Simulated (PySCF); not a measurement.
From one molecule to another.

First species: C₄H₈N₄Si.
Numbering: `[CH3:1][N:2]([CH3:3])[Si:4]([NH2:5])([C:6]#[N:7])[C:8]#[N:9]` (hydrogens: H10, H11, H12 on C1; H13, H14, H15 on C3; H16, H17 on N5)

Second species: C5H5Cl3O.
Numbering: `[CH3:1][CH2:2][C:3](=[C:4]=[O:5])[C:6]([Cl:7])([Cl:8])[Cl:9]` (hydrogens: H10, H11, H12 on C1; H13, H14 on C2)

Levels: PBE0/def2-SVPD for dipole moment, HOMO energy, LUMO energy, HOMO–LUMO gap, static isotropic polarisability and electronic spatial extent ⟨r²⟩ about the centre of nuclear charge; TDDFT PBE0/def2-SVPD for lowest singlet excitation; TDA PBE0/def2-SVPD for lowest triplet excitation (Tamm–Dancoff); GFN2-xTB for rotational constant A and rotational constant C. Geometries: GFN2-xTB. All species are isolated and taken at one optimised geometry, non-relativistic unless stated. Electronic properties by PySCF.

Dipoles, sizes and rotational constants follow the conformer. The torsions of the flexible species, by atom-mapped SMILES:
- `[CH3:1][N:2]([CH3:3])[Si:4]([NH2:5])([C:6]#[N:7])[C:8]#[N:9]`: C1–N2–Si4–N5 -98°, H–N5–Si4–N2 51°, H–N5–Si4–N2 -161°
- `[CH3:1][CH2:2][C:3](=[C:4]=[O:5])[C:6]([Cl:7])([Cl:8])[Cl:9]`: C1–C2–C3–C4 78°, C2–C3–C6–Cl7 58°

Values for the first species:

```
Dipole moment                                                     : 5.32 D
HOMO energy                                                       : -7.37 eV
LUMO energy                                                       : -1.22 eV
HOMO–LUMO gap                                                     : 6.15 eV
Lowest singlet excitation                                         : 4.96 eV
Lowest triplet excitation (Tamm–Dancoff)                          : 4.76 eV
Static isotropic polarisability                                   : 93.0 au
Electronic spatial extent ⟨r²⟩ about the centre of nuclear charge : 1435 bohr²
Rotational constant A                                             : 1.354 GHz
Rotational constant C                                             : 0.920 GHz
```

(1) Estimate the same properties for the second species, and the change in each.

Answers

(1) 
| property | first | second | second less first |
| --- | --- | --- | --- |
| dipole moment | 5.32 D | 1.99 D | -3.33 D |
| HOMO energy | -7.37 eV | -7.34 eV | +0.03 eV |
| LUMO energy | -1.22 eV | -1.88 eV | -0.66 eV |
| HOMO–LUMO gap | 6.15 eV | 5.46 eV | -0.69 eV |
| lowest singlet excitation | 4.96 eV | 3.52 eV | -1.44 eV |
| lowest triplet excitation (Tamm–Dancoff) | 4.76 eV | 3.14 eV | -1.62 eV |
| static isotropic polarisability | 93.0 au | 104.4 au | +11.4 au |
| electronic spatial extent ⟨r²⟩ about the centre of nuclear charge | 1435 bohr² | 1787 bohr² | +352 bohr² |
| rotational constant A | 1.354 GHz | 1.076 GHz | -0.278 GHz |
| rotational constant C | 0.920 GHz | 0.708 GHz | -0.212 GHz |

On the first: The dipole matches unit charges of opposite sign 1.11 Å apart (1 e·Å = 4.8032 D). No computed singlet falls in the visible range (750 to 380 nm, 1.65 to 3.26 eV); S1 lies 1.70 eV above its blue end.

On the second: S1 lies 1.94 eV below the HOMO–LUMO gap; its leading configuration is HOMO→LUMO, weight 0.95. The polarisability is 15.47 Å³ as a volume (1 au = 0.148185 Å³), or 1.11 au for each of the 94 electrons.
